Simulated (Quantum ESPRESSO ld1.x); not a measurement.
Problem. The zinc ion Zn+, configuration [Ar] 3d10 4s1 (the NIST ground configuration). All-electron calculation, scalar-relativistic Kohn-Sham, LDA (Slater exchange, Perdew-Wang correlation), spin-polarised, spherical densities, point nucleus; open shells are filled with parallel spins first. Program: ld1.x of Quantum ESPRESSO 7.5. Some entries of the table are withheld. Estimate them.

orbital  occ.  eigenvalue (eV)  <1/r> (bohr^-1)
1s up       1         -9516.96            30.18
1s down     1         -9516.91            30.18
2s up       1         -1165.70            6.574
2s down     1         -1165.70            6.574
2p up       3         -1013.00            6.458
2p down     3         -1012.99            6.457
3s up       1         -138.336            2.087
3s down     1         -138.309            2.087
3p up       3         -92.9945            1.933
3p down     3         -92.9464            1.935
3d up       5         -20.1636            1.514
3d down     5         -19.9628            1.526
4s up       1         -14.7831           0.5469
4s down     0         -13.7016           0.5453
4p up       0              (1)           0.4210
4p down     0              (2)           0.4072
5s up       0          -3.5450           0.2065
5s down     0          -3.3814           0.1990
4d up       0          -2.3439           0.2069
4d down     0          -2.1236           0.1826
4f up       0          -0.8820              (3)
4f down     0          -0.8776              (4)

Solution. 
(1) 4p up eigenvalue (eV): -8.3694
(2) 4p down eigenvalue (eV): -7.4276
(3) 4f up <1/r> (bohr^-1): 0.06941
(4) 4f down <1/r> (bohr^-1): 0.06830
